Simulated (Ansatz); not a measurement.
Basis-set series for `N=C=C[O][AlH2]`. The species carries charge 0 and has multiplicity 1. The geometry is a stationary point of PBE0-D4/def2-TZVP. It is one conformer, not always the lowest.

| functional | basis | functions | energy (Eh) | HOMO (eV) | LUMO (eV) |
| --- | --- | --- | --- | --- | --- |
| PBE0-D4 | def2-TZVPP | 222 | -450.72819 | -6.12 | -1.25 |
| PBE0-D4 | def2-QZVPP | 418 | -450.74747 | -6.15 | -1.30 |
| ωB97M-V | def2-TZVPP | 222 | -450.99098 | -8.31 | 0.35 |
| ωB97M-V | def2-QZVPP | 418 | -451.00915 | -8.34 | 0.11 |

**Question.** Give the rows for def2-SVP. (An estimate is asked.)

**Answer.** Computed: 
| functional | basis | functions | energy (Eh) | HOMO (eV) | LUMO (eV) |
| --- | --- | --- | --- | --- | --- |
| PBE0-D4 | def2-SVP | 94 | -450.40148 | -6.01 | -1.13 |
| ωB97M-V | def2-SVP | 94 | -450.65647 | -8.15 | 0.58 |

Positive LUMOs are unbound and depend on the basis.
